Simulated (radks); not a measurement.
Q: Species: the europium ion Eu2+. Configuration: [Xe] 4f7. All-electron calculation, Dirac Kohn-Sham, BLYP, spin-unpolarised, spherical densities, finite nucleus; open shells fill j = l - 1/2 first; Fermi nuclear charge, rms radius 5.1115 fm. Program: a radial shooting solver on a logarithmic mesh with Libxc functionals. Some entries of the table are withheld. Estimate them.

orbital,occ.,eigenvalue (eV),r(max) (bohr)
1s1/2,2,-48332.19,0.01420
2s1/2,2,-7943.915,0.08072
2p1/2,2,-7538.128,0.06106
2p3/2,4,-6889.853,0.06679
3s1/2,2,-1757.778,0.2291
3p1/2,2,-1582.342,0.2162
3p3/2,4,-1450.219,0.2284
3d3/2,4,-1146.261,0.1817
3d5/2,6,-1117.507,0.1852
4s1/2,2,-359.2153,0.5277
4p1/2,2,-291.4547,0.5327
4p3/2,4,-262.2867,0.5587
4d3/2,4,-150.7020,0.5685
4d5/2,6,-145.4733,0.5770
5s1/2,2,-57.9231,1.233
5p1/2,2,-39.7345,(1)
5p3/2,4,-35.8971,(2)
4f5/2,6,(3),0.5903
4f7/2,1,(4),0.5955

A: 
(1) 5p1/2 r(max) (bohr): 1.350
(2) 5p3/2 r(max) (bohr): 1.428
(3) 4f5/2 eigenvalue (eV): -16.1694
(4) 4f7/2 eigenvalue (eV): -15.5526
